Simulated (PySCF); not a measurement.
# Relative stability

Two relaxed structures of LiInHCl, singlet (PBE0-D4/def2-TZVP; forces vanish, vibrations not checked).

A:

```tsv
atom	x (Å)	y (Å)	z (Å)
Li1	-1.4390	-0.2032	-1.3936
In2	0.1106	0.9807	0.3988
Cl3	-0.0537	-1.5945	-0.5697
H4	1.4491	0.8115	1.5628
```

B:

```tsv
atom	x (Å)	y (Å)	z (Å)
Li1	-0.6674	-0.7681	-0.7238
In2	0.5474	1.0856	1.2322
Cl3	1.1075	0.2772	-1.3076
H4	-0.9752	-0.2214	0.8743
```

PySCF 2.14 with density fitting (its default auxiliary sets; JK sets also for MP2 and CCSD(T)); basis: def2-TZVPP; cores frozen in the correlated methods. Filled d shells of the heavier atoms are correlated. Core potentials replace the inner electrons of the atoms past krypton. The outer core shell of Li, Na, Mg and K is correlated. The def2 sets are not built for correlating such inner shells, so the correlated values are less sure here. B3LYP uses VWN-RPA correlation.

Which structure is lower at CCSD(T), and by how much? (An estimate is asked for; the value comes from the calculation.)

By the calculation: B, by 59.8 kJ/mol (electronic energy, against the other). By their contacts, A is LiInHCl ([Li]1[Cl][InH]1) and B is LiInHCl ([H]1[Li]2[Cl][In]12).

All methods give the same order:

| method | E(B) − E(A) (kJ/mol) |
| --- | --- |
| PBE-D4 | -62.8 |
| r2SCAN-D4 | -58.0 |
| PBE0-D4 | -60.0 |
| B3LYP-D4 | -68.5 |
| wB97M-V | -57.2 |
| HF | -57.5 |
| MP2 | -62.5 |
| CCSD | -60.3 |
| CCSD(T) | -59.8 |

No T1 diagnostic of these runs exceeds 0.015.

Labels in which every atom is bracketed show which atoms are joined, not bond orders.

For scale, one of the runs: CCSD(T)/def2-TZVPP, 125 basis functions, launched by `OMP_NUM_THREADS=2 python run.py`. Time: 87 s of wall clock on 2 CPU threads of an AMD EPYC 7B13; the host was shared. Peak host memory: 0.73 GiB.
